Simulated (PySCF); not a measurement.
A GIAO shielding run with PySCF (density fitting, non-relativistic, gas phase) on `InChI=1S/C4H11NOSi2/c1-4(6)8-3-2-7-5-8/h5,8H,2-3,7H2,1H3/t8-/m0/s1`:

```
$ OMP_NUM_THREADS=1 python probes_run.py task.json out

{"job": {"kind": "nmr", "xc": "PBE0", "basis": "pcSseg-1"}, "charge": 0, "multiplicity": 1}
C      2.592573     0.307891    -0.853217
C      2.204372    -0.296795     0.469441
O      3.027930    -0.683870     1.267366
Si     0.330485    -0.426159     0.875714
C     -0.724824    -1.284136    -0.453469
C     -2.112123    -0.634683    -0.429426
Si    -1.925056     1.229849    -0.115704
N     -0.397090     1.138699     0.706145
H      3.663605     0.491967    -0.905653
H      2.308194    -0.387381    -1.641194
H      2.038448     1.230558    -1.006905
H      0.185340    -0.998079     2.218833
H     -0.280953    -1.136309    -1.439873
H     -0.806607    -2.361374    -0.307519
H     -2.656271    -0.860887    -1.346691
H     -2.690706    -1.071661     0.385895
H     -2.965783     1.779140     0.755677
H     -1.783184     2.026026    -1.341004
H     -0.018153     1.946455     1.169288
```

Hardware: 1 thread of an Intel Xeon, shared host. The job also computes population analyses, field gradients, ring-centre shieldings.

(1) How large is the calculation?

(2) How long does it take, and how much memory does it need?

Answers

(1) 78 electrons, 205 basis functions and 1105 auxiliary functions.

(2) 38 s of wall time, with 14 SCF cycles and 5 response iterations; peak memory 0.93 GiB. Times on a shared host scatter by some tens of per cent.
